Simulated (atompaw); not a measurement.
## What one change does to a pseudopotential (Be, PAW (atompaw))

atompaw 4.2.0.5 input, output lines left out:

```
Be 4
GGA-PBESOL scalarrelativistic loggrid 1500 logderivrange -12 5 426
2 2 0 0 0 0
2 0 0
2 1 0
0 0 0
v
v
v
2
3.00 2.20 2.35 2.90
n
y
1.95
n
y
0.35
y
3.1
n
custom rrkj gramschmidtortho besselshape
3 -0.5 ultrasoft
0.50
0.75
3.00
3.00
3.00
3.00
```

Change: local potential ultrasoft scheme with l = 3 at -0.5 Ry, radius 2.42 bohr.

Cutoffs: the cutoffs (Ry, on a coarse ladder) from which the occupation-weighted sum of valence levels, in a spherical-Bessel basis at the reference potential, stays within 10 and 1 mRy of its value at 400 Ry; they do not see the model core or the augmentation charge, which bear on the density cutoff.

**Question.** What does the change do?

**Answer.** The potential gets neither clearly harder nor softer (200 Ry and 260 Ry → 200 Ry and 260 Ry); neither file shows a bound ghost.

| quantity | base | changed |
| --- | --- | --- |
| cutoff, loose | 200 Ry | 200 Ry |
| cutoff, tight | 260 Ry | 260 Ry |
| bound ghosts | none | none |
| s: phases at 3.01 bohr within 0.05 rad from the reference energy up to (Ry; the scan ends near 5) | to the end of the scan | to the end of the scan |
| p: phases at 3.01 bohr within 0.05 rad from the reference energy up to (Ry; the scan ends near 5) | 4.6 | 4.7 |
| d: phases at 3.01 bohr within 0.05 rad from the reference energy up to (Ry; the scan ends near 5) | 3.3 | 3.5 |
| lowest overlap eigenvalue by channel | s 0.57, p 0.75, d 0.90 | s 0.59, p 0.75, d 0.91 |

 The cutoffs see the waves, projectors and local potential, not the compensation charge or the core.
